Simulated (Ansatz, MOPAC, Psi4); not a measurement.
Species: BO (charge 0, doublet). SMILES: O=[B]
Geometry: optimised at B3LYP-D3(BJ)/def2-TZVP (Ansatz, a first-principles code).

Wanted: vertical ionisation energy to the singlet, in eV. Conventions: open shells spin-unrestricted; spin-orbit terms left out; non-relativistic; 6-31G* and kin with 6d, 5d where marked; each state is the SCF solution reached for its charge and spin; valence correlation only; 6-311+G** with 5d. First-principles rows: single points at B3LYP-D3(BJ) geometries (Ansatz). Semi-empirical rows: differences of heats of formation at the shared geometry for vertical values. A UHF reference is markedly spin-contaminated in at least one set, which strains HF and MP2.

```tsv
level	program	vertical ionisation energy to the singlet (eV)
AM1	MOPAC	12.44
PM3	MOPAC	13.47
MNDO	MOPAC	13.09
HF/6-31G*	Ansatz	13.32
HF/6-311+G**	Ansatz	13.40
PBE/6-31G*	Ansatz	12.82
B3LYP/6-31G*	Ansatz	13.09
wB97X-D/6-31G*	Psi4	12.99
MP2/6-31G*	Ansatz	12.62
MP2/6-311+G**	Ansatz	12.77
PBE0/def2-TZVPD	Ansatz	13.24
```

No value to compare with is used here. The 10 habitual levels span 12.44 (AM1) to 13.47 eV (PM3); PBE0/def2-TZVPD gives 13.24.

The levels are drawn from those run, B3LYP/6-31G* more often than the rest, none by its result; runs whose electronic state is in doubt are left out.
